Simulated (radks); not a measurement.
Values are calculated unless marked as measured or tabulated.
Initial-state core-level shifts of the niobium ion Nb2+ when its valence configuration changes from [Kr] 4d3. Level of theory: scalar-relativistic Kohn-Sham, PBE, spin-polarised, spherical densities, finite nucleus; open shells are filled with parallel spins first (spin-orbit coupling, left out, can overturn this in heavy ions); Fermi nuclear charge, rms radius 4.324 fm (a radial shooting solver on a logarithmic mesh with Libxc functionals). Shifts are changes of the shell-averaged eigenvalues in eV (positive: less bound); the change of the density at the nucleus, which sets a Mossbauer isomer shift, is in e/bohr^3, on a base of 8.407e+04.

valence               2p       3p       3d      4s  density at nucleus
4d2 5p1           -5.482   -5.388   -5.414  -4.928              +2.681
4d2.5 5p0.5       -2.693   -2.652   -2.664  -2.445              +1.244
4d2 5s1           -4.360   -4.251   -4.278  -3.813             +20.133
4d1 5s2           -9.174   -8.910   -8.968  -7.889             +42.206
4d1 5p2          -11.295  -11.054  -11.112  -9.934              +6.151
4d1 5s1 5p1      -10.188   -9.936   -9.995  -8.860             +24.746
4d1.5 5s1.5       -6.726   -6.546   -6.588  -5.842             +30.623
4d1.5 5s1 5p0.5   -7.237   -7.064   -7.105  -6.332             +22.365
4d1.5 5p1.5       -8.352   -8.191   -8.232  -7.428              +4.315
